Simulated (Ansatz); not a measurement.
Start from `I[SiH]1CS1` and change one atom or group to get `F[SiH]1CS1`.

Ansatz, PBE0-D4/def2-TZVP geometries, multiplicity 1. 

Elements past krypton have def2 core potentials.

```csv
property,`I[SiH]1CS1`
HOMO energy (ωB97M-V/def2-TZVPP) / eV,-9.36
zero-point energy (PBE0-D4/def2-TZVP) / kJ/mol,100.0
HOMO–LUMO gap (B3LYP/def2-TZVPP) / eV,5.70
LUMO energy (ωB97M-V/def2-TZVPP) / eV,0.81
HOMO energy (PBE/def2-TZVPP) / eV,-6.05
HOMO–LUMO gap (PBE/def2-TZVPP) / eV,4.15
```

Question: Give the same properties after the change, and the shifts. (An estimate is asked.)

Answer: Ansatz gave: 
```
                                      property  `F[SiH]1CS1`  shift
         HOMO energy (ωB97M-V/def2-TZVPP) / eV         -9.54  -0.18
zero-point energy (PBE0-D4/def2-TZVP) / kJ/mol         105.2    5.2
         HOMO–LUMO gap (B3LYP/def2-TZVPP) / eV          6.78   1.08
         LUMO energy (ωB97M-V/def2-TZVPP) / eV          1.80   0.99
             HOMO energy (PBE/def2-TZVPP) / eV         -6.15  -0.10
           HOMO–LUMO gap (PBE/def2-TZVPP) / eV          5.09   0.94
```

With PBE0 the HOMO falls by 0.14 eV and the LUMO rises by 0.98 eV, so the gap widens by about 1.12 eV. PBE moves the HOMO by -0.10 eV and ωB97M-V by -0.18 eV.

B3LYP here is the variant with VWN-RPA as its local correlation; programs differ in this.

Spin–orbit coupling is left out; it splits and shifts lone-pair levels of the heavy atoms by tenths of an eV.
